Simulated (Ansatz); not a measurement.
## Cost against result

The pair of NH$_{3}$ (SMILES N, atoms 1–4) and GeH$_{4}$ (SMILES [GeH4], atoms 5–9), both closed shells, in one local arrangement (a lower one may exist), relaxed at PBE0-D4/def2-TZVP:

N1  (0.032, 0.031, -1.691)
H2  (0.377, -0.839, -2.076)
H3  (-0.890, 0.186, -2.080)
H4  (0.631, 0.771, -2.037)
Ge5  (-0.030, -0.029, 1.552)
H6  (-0.058, -0.058, 3.097)
H7  (1.175, -0.853, 1.085)
H8  (0.102, 1.431, 1.107)
H9  (-1.339, -0.640, 1.043)
(Å)

Interaction energies are counterpoise-corrected; the time is that of the whole pair.

Ansatz 0.2.0; basis: as named in each row; cores frozen in the correlated methods. Filled d shells of the heavier atoms are correlated. The def2 sets are not built for correlating such inner shells, so the correlated values are less sure here. B3LYP uses VWN-RPA correlation. Extrapolation: Hartree–Fock as exp(−7.88 √X), correlation as X^−2.97.

Times are rough, for one single point on 4 threads of a shared host (Intel Xeon Platinum 8259CL).

The estimate by CCSD(T) at an estimated basis limit (MP2 extrapolated from triple and quadruple zeta, plus CCSD(T) − MP2 in triple zeta) is -1.77 kcal/mol.

```json
{"method": "HF", "basis": "STO-3G", "time (s)": "under 1", "interaction energy (kcal/mol)": "0.88", "method less estimate": "2.65"}
{"method": "PBE-D4", "basis": "STO-3G", "time (s)": "under 1", "interaction energy (kcal/mol)": "0.11", "method less estimate": "1.88"}
{"method": "SPW92", "basis": "def2-SVP", "time (s)": "under 1", "interaction energy (kcal/mol)": "-3.63", "method less estimate": "-1.86"}
{"method": "PBE-D4", "basis": "def2-SVP", "time (s)": "under 1", "interaction energy (kcal/mol)": "-2.50", "method less estimate": "-0.73"}
{"method": "B3LYP-D4", "basis": "6-31G", "time (s)": "under 1", "interaction energy (kcal/mol)": "-2.10", "method less estimate": "-0.33"}
{"method": "PBE0-D4", "basis": "def2-SVP", "time (s)": "under 1", "interaction energy (kcal/mol)": "-2.54", "method less estimate": "-0.77"}
{"method": "revPBE-D4", "basis": "def2-TZVPPD", "time (s)": "1", "interaction energy (kcal/mol)": "-1.69", "method less estimate": "0.08"}
{"method": "PBE-D4", "basis": "def2-TZVPPD", "time (s)": "1", "interaction energy (kcal/mol)": "-2.00", "method less estimate": "-0.22"}
{"method": "CCSD(T)", "basis": "def2-SVP", "time (s)": "1", "interaction energy (kcal/mol)": "-1.23", "method less estimate": "0.54"}
{"method": "BLYP-D4", "basis": "def2-TZVPPD", "time (s)": "1", "interaction energy (kcal/mol)": "-1.59", "method less estimate": "0.18"}
{"method": "PBE0-D4", "basis": "def2-TZVPPD", "time (s)": "2", "interaction energy (kcal/mol)": "-2.00", "method less estimate": "-0.22"}
{"method": "B3LYP-D4", "basis": "def2-TZVPPD", "time (s)": "2", "interaction energy (kcal/mol)": "-1.80", "method less estimate": "-0.03"}
{"method": "HSE06-D4", "basis": "def2-TZVPPD", "time (s)": "2", "interaction energy (kcal/mol)": "-1.98", "method less estimate": "-0.21"}
{"method": "wB97M-V", "basis": "def2-SVP", "time (s)": "2", "interaction energy (kcal/mol)": "-2.44", "method less estimate": "-0.67"}
{"method": "r2SCAN-D4", "basis": "def2-TZVPPD", "time (s)": "2", "interaction energy (kcal/mol)": "-1.77", "method less estimate": "0.00"}
{"method": "B2PLYP", "basis": "def2-TZVPPD", "time (s)": "3", "interaction energy (kcal/mol)": "-0.87", "method less estimate": "0.90"}
{"method": "B97M-V", "basis": "def2-TZVPPD", "time (s)": "4", "interaction energy (kcal/mol)": "-2.27", "method less estimate": "-0.50"}
{"method": "wB97X-V", "basis": "def2-TZVPPD", "time (s)": "5", "interaction energy (kcal/mol)": "-1.91", "method less estimate": "-0.14"}
{"method": "wB97M-V", "basis": "def2-TZVPPD", "time (s)": "5", "interaction energy (kcal/mol)": "-2.03", "method less estimate": "-0.26"}
{"method": "MP2", "basis": "def2-QZVPPD", "time (s)": "10", "interaction energy (kcal/mol)": "-1.64", "method less estimate": "0.13"}
{"method": "CCSD(T)", "basis": "def2-TZVPPD", "time (s)": "32", "interaction energy (kcal/mol)": "-1.56", "method less estimate": "0.21"}
```

The T1 diagnostic stays at or below 0.012.
